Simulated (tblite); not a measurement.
C7H15OP.
Cartesian coordinates in Å at the GFN2-xTB level; atoms count from 1:
```xyz
24
C7H15OP angstrom
C      3.685    0.373   -0.139
C      2.297    0.357   -0.768
C      1.317   -0.476    0.052
P     -0.362   -0.546   -0.747
C     -1.002    1.136   -0.259
C     -2.530    1.102   -0.242
O     -3.056    0.246    0.744
C     -2.765   -1.111    0.514
C     -1.274   -1.432    0.618
H      3.646    0.795    0.863
H      4.084   -0.636   -0.069
H      4.368    0.972   -0.737
H      1.925    1.381   -0.850
H      2.358   -0.053   -1.779
H      1.680   -1.506    0.124
H      1.231   -0.074    1.066
H     -0.669    1.878   -0.988
H     -0.627    1.414    0.731
H     -2.902    0.800   -1.234
H     -2.930    2.092   -0.003
H     -3.326   -1.657    1.277
H     -3.136   -1.409   -0.480
H     -0.897   -1.117    1.596
H     -1.126   -2.508    0.511
```

Calculated harmonic vibrations of the isolated species, GFN2-xTB (tblite), most abundant isotopes, no scaling. This tight-binding method is rough: wavenumbers can miss measured ones by several per cent, in bad cases by 10 to 20. One conformer, not necessarily the lowest.

Harmonic wavenumbers (cm⁻¹): 57.4, 68.0, 92.5, 154.2, 199.7, 231.3, 253.9, 266.4, 307.6, 377.3, 385.9, 398.8, 542.8, 675.0, 696.0, 749.8, 761.7, 782.6, 847.9, 865.3, 929.1, 947.6, 959.7, 981.0, 996.5, 1032.2, 1051.5, 1080.5, 1094.8, 1114.8, 1140.7, 1147.5, 1184.0, 1216.2, 1220.3, 1232.7, 1258.8, 1271.2, 1292.9, 1332.9, 1339.5, 1346.0, 1415.6, 1423.3, 1430.3, 1445.6, 1459.7, 1463.9, 1493.5, 1503.4, 1505.3, 2844.8, 2846.4, 2919.7, 2935.7, 2942.3, 2944.4, 2954.8, 2955.7, 2964.5, 2965.9, 2968.9, 2982.0, 3027.5, 3032.7, 3038.1.

A = 3216, B = 689.6, C = 624.5 MHz; mass 146.086 u (most abundant isotopes); point group C1, symmetry number 1.

Q: What is the zero-point energy?

A: Half the sum of the wavenumbers: 45674 cm⁻¹ = 546.38 kJ/mol.

Q: What is S at 200 K and 1 bar for an ideal gas of classical rigid rotors and harmonic oscillators?

A: Translation 162.72, rotation 119.83, vibration 81.70: S = 364.2 J/(mol K).

Q: And Cp and H(200 K) − H(0)?

A: Cp = 124.95 J/(mol K), of which vibrations give 91.69 (their classical limit is 66 R = 548.8); H(200 K) − H(0) = 15.78 kJ/mol without the zero-point energy, 9.12 from vibrations.

Q: How do the functions run with temperature in this model?

A: 
```json
{"T (K)": "100", "S (J/(mol K))": "294.6", "Cp (J/(mol K))": "80.6", "H − H(0) (kJ/mol)": "5.47", "G − H(0) (kJ/mol)": "-23.98", "ln q(vib)": "1.64"}
{"T (K)": "300", "S (J/(mol K))": "424.2", "Cp (J/(mol K))": "175.5", "H − H(0) (kJ/mol)": "30.72", "G − H(0) (kJ/mol)": "-96.52", "ln q(vib)": "7.09"}
{"T (K)": "500", "S (J/(mol K))": "538.5", "Cp (J/(mol K))": "277.1", "H − H(0) (kJ/mol)": "76.35", "G − H(0) (kJ/mol)": "-192.89", "ln q(vib)": "12.75"}
{"T (K)": "800", "S (J/(mol K))": "693.0", "Cp (J/(mol K))": "379.5", "H − H(0) (kJ/mol)": "176.18", "G − H(0) (kJ/mol)": "-378.21", "ln q(vib)": "21.33"}
{"T (K)": "1000", "S (J/(mol K))": "782.7", "Cp (J/(mol K))": "424.4", "H − H(0) (kJ/mol)": "256.80", "G − H(0) (kJ/mol)": "-525.95", "ln q(vib)": "26.84"}
```

q(vib) and H(0) count from the zero-point level.

Q: Which modes carry the vibrational entropy at 200 K?

A: 57.4 cm⁻¹: 15.73; 68.0 cm⁻¹: 14.34; 92.5 cm⁻¹: 11.85; 154.2 cm⁻¹: 7.87; 199.7 cm⁻¹: 5.98; 231.3 cm⁻¹: 4.98 J/(mol K); the other 60 give 20.95 together.

Hindered rotation and anharmonicity are outside this model. Other conformers, if any are populated, would add a mixing term that is left out. The structure is chiral; the term R ln 2 for an equal mix with its mirror image is left out.

The run took 0.95 s of wall time on Arm Neoverse V2, one thread, on a shared host. The figure is for the frequency step alone.
